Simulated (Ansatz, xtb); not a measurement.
**Isomers of Cl2GaHOSn in order of energy**

4 gas-phase structures of Cl2GaHOSn, found in a search over its isomers (lower ones may exist). Each was relaxed with GFN2-xTB; where two conformers were screened, the lower at r2SCAN-D4/def2-SVP is listed:

A. a singlet given by its coordinates
B. a singlet given by its coordinates
C. `[Cl][Ga]([Cl])[O][SnH]`, a singlet
D. `[Cl][GaH][O][Sn][Cl]`, a singlet

A (Å):

```xyz
6

Cl   -0.2296    1.1402   -1.6388
Cl    2.5337    1.0690    0.8428
Ga   -1.2887   -1.1475   -0.9087
O    -0.7662   -0.3344    0.8806
Sn    0.3003    1.8264    0.7192
H    -0.8184   -0.7678    1.7315
```

Close contacts (Å): Cl1–Ga3 2.62, Cl1–Sn5 2.51, Cl2–Sn5 2.36, Ga3–O4 2.03, O4–Sn5 2.42, O4–H6 0.96.

B (Å):

```xyz
6

Cl   -0.9965    1.6928    0.2306
Cl   -0.4983    3.0791    3.1224
Ga   -1.3726    4.0491    0.9901
O     1.8129    0.4954    2.1304
Sn   -0.1735    0.5689    2.4479
H     2.4675    1.0620    1.7279
```

Close contacts (Å): Cl1–Ga3 2.50, Cl1–Sn5 2.62, Cl2–Ga3 2.50, Cl2–Sn5 2.62, O4–Sn5 2.01, O4–H6 0.95.

Question: Make a reasoned guess at their ranking by r2SCAN-D4/def2-SVP single-point energy.

Answer: Calculated order at r2SCAN-D4/def2-SVP: A (0.000), B (0.382), D (0.536), C (1.154) eV.

Energies above the lowest of each column, in eV:

```
structure  GFN2-xTB  HF/STO-3G  r2SCAN-D4/def2-SVP
        A     0.000      1.126               0.000
        B     0.512      2.089               0.382
        D     1.199      0.000               0.536
        C     1.622      1.053               1.154
```

r2SCAN-D4/def2-SVP puts A lowest; HF/STO-3G picks D. Some further structures that were screened fall inside this span and aren't listed. Flexible structures stand in one conformer each, not always the lowest. Frequencies (B3LYP-D3(BJ)/def2-SVP) were run for B alone. Atoms past krypton carry core potentials in the def2 sets, without spin–orbit terms.

Over these structures GFN2-xTB departs from r2SCAN-D4/def2-SVP by 0.250 eV on average once a common shift is removed. A GFN2-xTB relaxation took about 0.29 s and the r2SCAN-D4/def2-SVP energy about 1.3 s on a shared host (Ansatz 0.2.0, xtb 6.7.1).
